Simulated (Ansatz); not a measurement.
## Reading a saddle point

A first-order saddle point of SiN₂H₁₀O, closed shell, PBE0-D4/def2-TZVP, with one imaginary mode of 1411i cm⁻¹:

```
14
angstrom
Si 0.2184 1.0817 -0.0470
H -0.8978 0.1171 1.1277
H 1.1543 1.8039 -0.9946
H -0.7956 2.1352 0.2239
N 1.4255 0.4761 0.9990
H -0.6917 -1.1406 -0.6997
N -0.4448 -0.1088 -1.3027
H -0.9934 -0.8418 0.8679
O -1.0755 -1.9161 0.2357
H 2.3687 0.8188 0.9225
H 1.2146 0.0589 1.8891
H -1.3224 0.2250 -1.6918
H 0.2051 -0.2224 -2.0725
H -0.3652 -2.4869 0.5425
```

Ansatz 0.2.0; basis: def2-TZVPP and def2-QZVPP; cores frozen in the correlated methods. Extrapolation: Hartree–Fock as exp(−7.88 √X), correlation as X^−2.97.

Task: Which contacts change along the imaginary mode, and what lies on either side? (A judgement: the text doesn't fix the answer.)

Result: The calculation gives: The step is SiNH₅ ([NH2][SiH3]) + H₂O + NH₃ → SiN₂H₆ ([NH2][SiH2][NH2]) + H₂O + H₂, with the molecules in contact on both sides. Shortening one way: Si1–N7, H2–H8, H6–O9; lengthening the same way: Si1–H2, H6–N7, H8–O9.
| pair | one side (Å) | saddle (Å) | other side (Å) |
| --- | --- | --- | --- |
| Si1–N7 | 2.78 | 1.85 | 1.74 |
| H2–H8 | 1.96 | 1.00 | 0.75 |
| H6–O9 | 2.19 | 1.27 | 0.98 |
| Si1–H2 | 1.49 | 1.89 | 4.55 |
| H6–N7 | 1.02 | 1.22 | 1.97 |
| H8–O9 | 0.96 | 1.25 | 2.55 |

Task: Which side is lower, and how far does the saddle lie above each? (An estimate is asked for; the value comes from the calculation.)

Result: The calculation gives: The side with Si1–N7, H2–H8, H6–O9 short is lower by 0.503 eV; the saddle lies 1.923 eV above it and 1.421 eV above the other (CCSD(T) at an estimated basis limit (MP2 extrapolated from triple and quadruple zeta, plus CCSD(T) − MP2 in triple zeta); electronic energies).

T1 diagnostic: at most 0.011.

Labels in which every atom is bracketed show which atoms are joined, not bond orders.

For scale, one of the runs: CCSD(T)/def2-TZVPP, 275 basis functions, launched by `ansatz run in.yaml --threads 8 --pin off --events-out ev --progress --plain --max-ram 19148MiB`. The run took 120 s on 8 CPU threads of an Arm Neoverse V1 (shared host), with 7.7 GiB of host memory at its peak.
